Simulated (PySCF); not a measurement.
isocyanic acid cation (CHNO), SMILES N=C=O (connectivity only; charge and spin as stated), charge +1, multiplicity 2.

Geometry: ωB97X-D3(BJ)/def2-TZVP. The multiplicity is an assumed one; other spin states were not compared.

These are ωB97X-D3(BJ)/def2-TZVP (PySCF) values and carry that method's errors.

No scaling factor is applied to the harmonic values.

Computed harmonic wavenumbers and intensities:
```tsv
mode	ν (cm⁻¹)	IR (km/mol)	moving atoms (share of kinetic energy)
1	496	8.4	C 69 %, O 16 %, H 8 %
2	522	51.4	C 52 %, H 28 %, O 15 %
3	814	177.1	H 50 %, N 27 %, C 22 %
4	1196	12.4	N 50 %, O 29 %, H 15 %
5	2137	41.9	C 64 %, O 33 %
6	3400	336.7	H 93 %
```
